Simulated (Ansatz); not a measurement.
# Br2 (bromine): the energy, rung by rung

Br2: 2 atoms, total charge 0, spin state singlet. SMILES: `BrBr`. Geometry: optimised at PBE0/def2-SVP.

```csv
atom,x (Å),y (Å),z (Å)
Br,0.9803,-0.3278,0.5023
Br,-0.9803,0.3278,-0.5023
```

Each level gives the adiabatic electron affinity (to the doublet anion, shapes relaxed at PBE0/def2-SVP, no zero-point term) (eV). The values are calculated.

The electron affinity is E(neutral) − E(anion): positive where the electron is bound.

```tsv
level	kind	program	value (eV)	less CCSD(T)/def2-TZVPP
SVWN5/def2-TZVPP	LDA	Ansatz	2.50	+0.17
PBE/def2-TZVPP	GGA	Ansatz	2.56	+0.23
B3LYP/def2-TZVPP	global hybrid	Ansatz	2.78	+0.45
PBE0-D4/def2-TZVPP	global hybrid	Ansatz	2.59	+0.26
wB97M-V/def2-TZVPP	range-separated hybrid	Ansatz	2.50	+0.17
B2PLYP/def2-TZVPP	double hybrid	Ansatz	2.56	+0.23
MP2/def2-TZVPP	perturbation theory	Ansatz	2.34	+0.01
CCSD(T)/def2-TZVPP	coupled cluster or CI	Ansatz	2.33	0.00
```

Differences are taken from CCSD(T)/def2-TZVPP for orientation; it has basis-set and higher-order errors of its own. All-electron rows without a relativistic Hamiltonian named are non-relativistic. Spin-orbit coupling is left out. Sets without diffuse functions describe the anion poorly, and affinities from them come out too low, at high levels too. The values span 2.33 to 2.78 eV. In the correlated wave-function rows the outer d shell of Br is correlated, in sets not made for it.
